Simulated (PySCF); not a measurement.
# Assigning NMR signals

Mapped SMILES: `[Cl:1][c:2]1[cH:3][cH:4][cH:5][c:6]2[c:7]1[CH:8]=[CH:9][SiH2:10]2`; H(Xn) means a hydrogen on atom n.

[PySCF 2.14.0 with density-fitted response routines: shielding tensors at PBE/pcSseg-1 (GIAO); PBE0-D3(BJ)/def2-SVP geometry; non-relativistic Hamiltonian; single conformer; no solvent model; fast rotation and ring inversion assumed for equivalent nuclei]

δ = σ(ref) − σ, references computed at the same level: TMS for $^{13}$C, $^{1}$H.

**Question.** Assign these signals to the numbered atoms. $^{13}$C{$^{1}$H} NMR (computed): δ 157.4, 150.3, 141.4, 138.4, 134.2, 133.6, 131.5, 131.1.

**Answer.** 
| δ (ppm) | atoms | environment | reason |
| --- | --- | --- | --- |
| 157.4 | C8 | alkene CH | an sp2 carbon of a C=C bond |
| 150.3 | C7 | substituted aromatic carbon | – |
| 141.4 | C2 | aromatic carbon bearing chlorine | – |
| 138.4 | C6 | substituted aromatic carbon | – |
| 134.2 | C3 | aromatic CH | the aromatic region |
| 133.6 | C5 | aromatic CH | – |
| 131.5 | C4 | aromatic CH | – |
| 131.1 | C9 | alkene CH | an sp2 carbon of a C=C bond |

C3 and C5; C4 and C9 lie closer than the usual error of such a calculation, so a measured spectrum could show them in the other order.

**Question.** Assign these signals to the numbered atoms. $^{1}$H NMR (500 MHz, computed): δ 7.91 (d, 1H), 7.40 (d, 1H), 7.26 (m, 1H), 7.12 (m, 1H), 6.39 (m, 1H), 5.03 (m, 2H).

**Answer.** 
7.91 → H(C8), hydrogen on an alkene CH: a vinylic proton, deshielded by the sp2 carbon and the C=C anisotropy
7.40 → H(C5), hydrogen on an aromatic CH: ring-current deshielding
7.26 → H(C3), hydrogen on an aromatic CH
7.12 → H(C4), hydrogen on an aromatic CH
6.39 → H(C9), hydrogen on an alkene CH: attached to an sp2 carbon and in the plane of the double bond
5.03 → H(Si10), hydrogen on a silicon bonded to 2 C, in a 5-membered ring

Carbons that carry Cl, above all several Cl atoms, come out too deshielded, partly because spin–orbit coupling is missing. Shifts are as computed. Against solution values, carbons near 30 ppm lie about +2 ppm off and those near 130 ppm about +2 ppm. Of 1211 compounds with measured shifts, 218 miss one by over three times the rms of a fit or turn the order of signals round; such compounds aren't used in these exercises. Multiplicities follow the n + 1 count of equivalent neighbours, as no J values were calculated; m marks all less simple cases, F and P coupling included.
